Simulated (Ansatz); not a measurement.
One change: `CO[CH](Cl)[InH2]` becomes `COC(Cl)I`.

Ansatz, PBE0-D4/def2-TZVP geometries, multiplicity 1. Each molecule was computed in one conformer, which needn't be the lowest. `CO[CH](Cl)[InH2]` holds a close contact that its SMILES doesn't draw: In···Cl 2.96 Å.

Elements past krypton have def2 core potentials.  Spin–orbit coupling is left out; it splits and shifts lone-pair levels of the heavy atoms by tenths of an eV.

```
                                        property  `CO[CH](Cl)[InH2]`
            HOMO–LUMO gap (PBE0/def2-TZVPP) / eV                5.05
  zero-point energy (PBE0-D4/def2-TZVP) / kJ/mol               187.7
             HOMO–LUMO gap (PBE/def2-TZVPP) / eV                3.12
              LUMO energy (PBE0/def2-TZVPP) / eV               -1.61
           HOMO–LUMO gap (B3LYP/def2-TZVPP) / eV                4.60
size of the dipole moment (B3LYP/def2-TZVPP) / D                2.59
```

Give the same properties after the change, and the shifts. (Best estimate.)

Ansatz gave: 
```
                                        property  `COC(Cl)I`  shift
            HOMO–LUMO gap (PBE0/def2-TZVPP) / eV        6.12   1.07
  zero-point energy (PBE0-D4/def2-TZVP) / kJ/mol       159.8  -27.9
             HOMO–LUMO gap (PBE/def2-TZVPP) / eV        4.03   0.91
              LUMO energy (PBE0/def2-TZVPP) / eV       -1.39   0.22
           HOMO–LUMO gap (B3LYP/def2-TZVPP) / eV        5.62   1.02
size of the dipole moment (B3LYP/def2-TZVPP) / D        2.49  -0.10
```

With PBE0 the HOMO falls by 0.85 eV and the LUMO rises by 0.22 eV, so the gap widens by about 1.07 eV. PBE moves the HOMO by -0.90 eV and ωB97M-V by -0.84 eV. The zero-point energy changes by -27.9 kJ/mol with -6 modes. Dipoles are sizes alone; their direction can turn.

Positive LUMOs are unbound, so they and the gaps depend on the basis.

B3LYP here is the variant with VWN-RPA as its local correlation; programs differ in this.
